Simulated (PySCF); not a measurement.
This script is equivalent to a calculation on Kr⁺ (krypton, charge +1).

```python
from pyscf import gto, scf, dft, mp, cc
import basis_set_exchange as bse
mol = gto.M(atom="Kr 0 0 0", charge=1, spin=1, symmetry="D2h",
            basis=gto.basis.parse(bse.get_basis("aug-cc-pVDZ-DK", elements=["Kr"], fmt="nwchem", header=False)),
            nucmod="G")
mf = dft.UKS(mol, xc="B3LYP").sfx2c1e()
mf.irrep_nelec = {'Ag': (6, 6), 'B1g': (1, 1), 'B2g': (1, 1), 'B3g': (1, 1), 'B1u': (3, 3), 'B2u': (3, 3), 'B3u': (3, 2)}
mf.kernel()
```

Question: What total energy does it give?

Answer: -2789.423 hartree (calculated).

Question: Which occupied shell lies highest, and where?

Answer: 4p β, at -20.305 eV.

Question: What is ⟨S²⟩, and what would a pure spin state give?

Answer: 0.751, against 0.75.
